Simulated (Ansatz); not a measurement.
Geometry optimisation, UKS PBE0-D4/def2-SVP in Ansatz.

The input (input.yaml):

```yaml
crystal:
  periodic: [false, false, false]
  atoms:
    - { symbol: Al, position_ang: [0.0, 0.0, 0.0] }
    - { symbol: H, position_ang: [0.0, 0.0, 1.81] }
    - { symbol: C, position_ang: [1.706, 0.0, -0.985] }
    - { symbol: H, position_ang: [2.0356, -1.0462, -1.1552] }
    - { symbol: H, position_ang: [1.5695, 0.508, -1.9624] }
    - { symbol: H, position_ang: [2.4756, 0.5381, -0.3932] }
    - { symbol: Cl, position_ang: [-1.9312, 0.0, -1.115] }
    - { symbol: F, position_ang: [0.0, 0.0, 3.03] }
magnetization:
  spin_polarized: true
  initial_magnetization: 1
basis:
  gaussian: { orbitals: def2-SVP }
hamiltonian:
  xc: pbe0
  dispersion: d4
relax:
  f_tol: 0.15
  max_steps: 25
  restrain:
    - { distance: [1, 7], at: 2.12, k: 30.0 }
    - { distance: [0, 1], at: 1.56, k: 30.0 }
output:
  orbitals: {}
```

Run as:

```bash
$ ansatz run input.yaml --threads 2 --pin off --max-ram 3072MiB --backend cpu --events-out ev --progress --plain --runs-dir out
```

**Question.** Where does it end, and by what steps?

**Answer.** The run converged. The restraints hold the end off the free minimum. After 4 steps the energy has risen by 0.986 eV (the restraints' own energy left out); F8 moved furthest, 0.56 Å.

| step | energy less start (eV) | largest force component (eV/Å) | accepted |
| --- | --- | --- | --- |
| 0 | 0.0000 | 3.150 | yes |
| 1 | 0.6299 | 1.392 | yes |
| 2 | 0.9530 | 1.930 | yes |
| 3 | 0.9909 | 0.892 | yes |
| 4 | 0.9861 | 0.791 | yes |

```xyz
8
Properties=species:S:1:pos:R:3
Al 0.000 0.009 -0.079
H -0.124 -0.010 1.487
C 1.692 0.012 -1.028
H 2.041 -1.024 -1.176
H 1.615 0.482 -2.020
H 2.465 0.536 -0.443
Cl -1.840 0.003 -1.102
F 0.006 -0.008 3.589
```

The run took 25 s on 2 threads of Arm Neoverse V2, with other jobs on the host, peak memory 0.24 GiB.
